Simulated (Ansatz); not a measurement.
Job for Ansatz (an electronic-structure program): FCI/cc-pV(T+d)Z on AlH (SMILES [AlH]), 2S+1 = 1, a spin state set in the input, which need not be the lowest, at the other state's geometry. Files ending in .json are basis or fitting sets from the Basis Set Exchange.

Ansatz 0.2 input:
```yaml
crystal:
  periodic: [false, false, false]
  atoms:
    - {symbol: Al, position_ang: [-0.00000000, -0.00000000, -0.11472575]}
    - {symbol: H, position_ang: [0.00000000, 0.00000000, 1.49143473]}
basis:
  gaussian:
    orbitals: cc-pV_T+d_Z.json
magnetization: {spin_polarized: false}
correlation: {method: fci, electrons: outside_noble_gas}
```

Output:

```
WARN ansatz: RAYON_NUM_THREADS=2 ignored (pool sized by the plan → 2); use --threads N
Functional definition: HF
integrals: 0.03 GiB planned
600 factors; integrals over basis functions are off by at most 2.3e-7 eV
mean field: 0.09 GiB planned
mean field evaluation 1: about -6597.4310 eV, gradient 6.7e0 eV
mean field evaluation 2: about -6597.4319 eV, gradient 6.7e0 eV
mean field evaluation 4: about -6597.7269 eV, gradient 4.4e-1 eV
mean field evaluation 8: about -6597.7282 eV, gradient 8.1e-4 eV
mean field -6597.72818917 eV, -242.4620388511 hartree, gradient 7.4e-7 eV, S^2 0.000000; 0 other end points of the search recorded, 0 dependent functions left out; unrestricted orbitals would lower it
mean field evaluation 16: about -6597.7439 eV, gradient 7.6e-2 eV
5 core orbitals not correlated
reference -6597.72818917 eV, -242.4620388511 hartree; 2, 2 occupied and 46, 46 virtual orbitals, 600 factors
configuration interaction: 0.26 GiB planned
state -6600.02081392 eV, -242.5462912569 hartree
Total energy: -6600.02081392 eV, -242.5462912569 hartree
```

Self-consistency was reached.

Cost: very roughly 1.4 core-seconds.
